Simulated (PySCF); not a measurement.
Al(Me)2(OH)(MeCN), C₄H₁₀AlNO, singlet, GFN2-xTB optimised geometry.

```
17

Al    -0.26     0.10     0.00
C     -1.10    -1.56    -0.78
H     -1.04    -1.54    -1.87
H     -2.16    -1.67    -0.54
H     -0.61    -2.49    -0.47
C     -1.26     1.83     0.00
H     -2.34     1.68     0.09
H     -1.12     2.42    -0.91
H     -0.97     2.49     0.82
O      1.40     0.10     0.00
H      2.34     0.12    -0.09
C      0.08    -2.08     3.86
C     -0.28    -1.18     2.81
N     -0.57    -0.45     1.97
H     -0.02    -1.58     4.82
H      1.11    -2.40     3.72
H     -0.58    -2.94     3.83
```

Density from PBE0/def2-SVP in PySCF at that geometry.

Minimum of the electron density along straight lines between bonded atoms, close to the bond critical point (lines longer than 1.1 times the sum of covalent radii, or with two minima, are not listed):

```csv
bond,length / Å,ρ at the minimum / e bohr⁻³,∇²ρ there / e bohr⁻⁵,position (fraction from the first atom)
Al1–C2,2.015,0.075,0.29,0.39
C2–H3,1.094,0.264,-0.89,0.62
C2–H4,1.092,0.265,-0.90,0.62
C2–H5,1.094,0.263,-0.88,0.61
Al1–C6,2.002,0.077,0.30,0.40
C6–H7,1.093,0.264,-0.90,0.62
C6–H8,1.093,0.264,-0.90,0.62
C6–H9,1.094,0.263,-0.89,0.62
Al1–O10,1.660,0.098,1.00,0.43
O10–H11,0.945,0.364,-2.47,0.81
C12–C13,1.428,0.277,-0.72,0.45
Al1–N14,2.070,0.040,0.25,0.41
C13–N14,1.145,0.473,0.34,0.35
C12–H15,1.090,0.275,-1.05,0.64
C12–H16,1.090,0.276,-1.05,0.65
C12–H17,1.090,0.276,-1.05,0.64
```
